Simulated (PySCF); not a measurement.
Species: C₈H₈.
Atom-mapped SMILES: `[CH2:1]=[CH:2][c:3]1[cH:4][cH:5][cH:6][cH:7][cH:8]1` (hydrogens: H9, H10 on C1; H11 on C2; H12 on C4; H13 on C5; H14 on C6; H15 on C7; H16 on C8)

The same species was optimised twice, with GFN2-xTB and with PBE0-D3(BJ)/def2-SVP (PySCF), and the same property calculations (PySCF, gas phase) were run on both structures.

```csv
coordinate,GFN2-xTB,PBE0-D3(BJ)/def2-SVP,change
C7–C8 (Å),1.382,1.393,+0.011
C5–C6 (Å),1.386,1.397,+0.011
C1=C2 (Å),1.328,1.338,+0.010
C2–C3 (Å),1.458,1.468,+0.010
C3–C4 (Å),1.396,1.405,+0.009
C4–C5 (Å),1.381,1.390,+0.009
C6–C7 (Å),1.385,1.393,+0.008
C3–C8 (Å),1.396,1.403,+0.007
C1–C2–C3 (°),126.9,127.3,+0.4
C2–C3–C8 (°),118.8,119.0,+0.2
C3–C8–C7 (°),121.1,121.2,+0.1
C3–C4–C5 (°),120.8,120.9,+0.1
C4–C3–C8 (°),118.1,118.0,-0.1
C2–C3–C4 (°),123.1,123.0,-0.1
C5–C6–C7 (°),119.5,119.5,0.0
C6–C7–C8 (°),120.1,120.0,-0.1
C1–C2–C3–C4 (°),0,0,0
```

Rotational constants: A = 5248, B = 1568, C = 1207 MHz (GFN2-xTB) against A = 5180, B = 1543, C = 1189 MHz (PBE0-D3(BJ)/def2-SVP). Point groups within 0.08 Å: Cs and Cs. Atoms that the bonding makes alike are paired by their places after alignment.

On the GFN2-xTB structure: HOMO (eV) -6.62 [PBE0/pcSseg-1]; LUMO (eV) -1.07 [PBE0/pcSseg-1]; dipole (D) 0.15 [PBE0/pcSseg-1]; GIAO shielding of C1 (ppm) 68.6 [PBE0/pcSseg-1]; GIAO shielding of C2 (ppm) 42.0 [PBE0/pcSseg-1]; GIAO shielding of C3 (ppm) 45.4 [PBE0/pcSseg-1]; GIAO shielding of C4/C8 (mean) (ppm) 55.0 [PBE0/pcSseg-1]; GIAO shielding of C5/C7 (mean) (ppm) 52.8 [PBE0/pcSseg-1]; GIAO shielding of C6 (ppm) 53.2 [PBE0/pcSseg-1].

What do these properties become on the PBE0-D3(BJ)/def2-SVP structure?

| property | level | on GFN2-xTB | on PBE0-D3(BJ)/def2-SVP | change |
| --- | --- | --- | --- | --- |
| HOMO (eV) | PBE0/pcSseg-1 | -6.62 | -6.62 | 0.00 |
| LUMO (eV) | PBE0/pcSseg-1 | -1.07 | -1.12 | -0.05 |
| dipole (D) | PBE0/pcSseg-1 | 0.15 | 0.15 | 0.00 |
| energy, GFN2-xTB geometry as zero (kcal/mol) | PBE0/pcSseg-1 | 0.0 | -0.3 | -0.3 |
| GIAO shielding of C1 (ppm) | PBE0/pcSseg-1 | 68.6 | 65.6 | -3.0 |
| GIAO shielding of C2 (ppm) | PBE0/pcSseg-1 | 42.0 | 39.5 | -2.5 |
| GIAO shielding of C3 (ppm) | PBE0/pcSseg-1 | 45.4 | 43.4 | -2.0 |
| GIAO shielding of C4/C8 (mean) (ppm) | PBE0/pcSseg-1 | 55.0 | 52.7 | -2.3 |
| GIAO shielding of C5/C7 (mean) (ppm) | PBE0/pcSseg-1 | 52.8 | 50.4 | -2.4 |
| GIAO shielding of C6 (ppm) | PBE0/pcSseg-1 | 53.2 | 50.6 | -2.6 |

The heavy atoms differ by 0.014 Å rms after alignment. Among bonds between heavy atoms C1=C2, C2–C3, C5–C6 and C7–C8 change most and about equally (+0.010 to +0.011 Å). Changes are differences of the printed values. Neither structure is proved a minimum here.

The values belong to the conformer `[CH2:1]=[CH:2][c:3]1[cH:4][cH:5][cH:6][cH:7][cH:8]1`: C1–C2–C3–C4 0°.
